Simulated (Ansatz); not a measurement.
Reaction (formal exchange of groups at a Ge–C bond): `C/N=[CH]\[GeH3]` + `[Cl][GeH2][Cl]` → `[Cl][GeH]([Cl])[GeH3]` + `C=NC`

Program: Ansatz. Geometries: PBE0-D4/def2-TZVP. ΔE: electronic, gas phase. CCSD(T)/CBS is the MP2 limit (def2-TZVPP, def2-QZVPP) plus CCSD(T) − MP2 in def2-TZVPP, frozen cores. DFT in def2-TZVPP. B3LYP here is the variant with VWN-RPA as its local correlation; programs differ in this. For Ge outer-core shells are correlated without core-valence functions, which leaves a few kJ/mol of doubt a bond. Scalar relativity is left out up to krypton.

```csv
level,ΔE (kcal/mol),difference from CCSD(T)/CBS
r2SCAN-D4,-14.6,-0.2
B3LYP-D4,-15.6,-1.2
B2PLYP,-14.8,-0.4
PBE,-15.2,-0.8
PBE0,-15.4,-1.0
MP2/def2-TZVPP,-14.2,0.2
CCSD(T)/def2-TZVPP,-14.0,0.4
MP2/def2-QZVPP,-14.4,0.0
HF/CBS(def2),-14.9,-0.5
CCSD/CBS(def2),-14.8,-0.4
CCSD(T)/CBS,-14.4,0
```

Largest T1 diagnostic among the species: 0.012.

In def2-TZVPP, CCSD(T) changes the Hartree–Fock value by +1.0 kcal/mol (the triples alone add +0.4 kcal/mol) and MP2 by +0.8 kcal/mol.
